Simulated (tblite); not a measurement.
Question: Write Cartesian coordinates for `O=C=C(C=O)[SiH2]Cl` as optimised with GFN2-xTB.

Answer: 
```xyz
10
C3H3ClO2Si angstrom
O      2.3972   -1.3829   -0.8923
C      1.5499   -0.6668   -0.5616
C      0.5387    0.0532   -0.1922
C      0.4980    1.4739    0.0470
O     -0.5111    2.0454    0.3852
Si    -1.1749   -0.7416    0.1303
Cl    -1.4712   -0.7522    2.1036
H      1.4476    2.0147   -0.0971
H     -2.1476    0.0735   -0.5765
H     -1.1176   -2.1125   -0.3689
```

Orientation and origin are arbitrary. Atoms count from 1 in this order. Of the pairs four or more bonds apart, O5···H9 is among the closest relative to their van der Waals radii: 2.74 Å, 101 % of the sum of Bondi's values. The 2 C–C bonds span 1.295 Å (C2=C3, drawn double) to 1.441 Å (C3–C4, drawn single), a spread of 0.146 Å. Si6 (chlorine-bound silicon) is tetrahedral (angles from 106.5° to 112.8°). The 2 C–O bonds span 1.158 Å (O1=C2, drawn double) to 1.208 Å (C4=O5, drawn double), a spread of 0.050 Å.

Bonds between heavy atoms (Å): O1=C2 1.158, C2=C3 1.295, C3–C4 1.441, C4=O5 1.208, C3–Si6 1.916, Si6–Cl7 1.995.

Structure optimised with GFN2-xTB, isolated species.

Point group: C1 (no symmetry element, even within 0.4 Å). Its GFN2-xTB frequencies are all real (lowest 43 cm⁻¹). The numbers are those of one conformer (C2–C3–C4–O5 180°, C2–C3–Si6–Cl7 107°). 3 starts were optimised and ended at 0.00, 0.54 and 1.98 kcal/mol (GFN2-xTB); the lowest of these is shown.

The run took 0.73 s of wall time on one thread, Arm Neoverse N1 (aarch64) (shared host). That covers the optimisation of the geometry.

All values are computed, not measured.
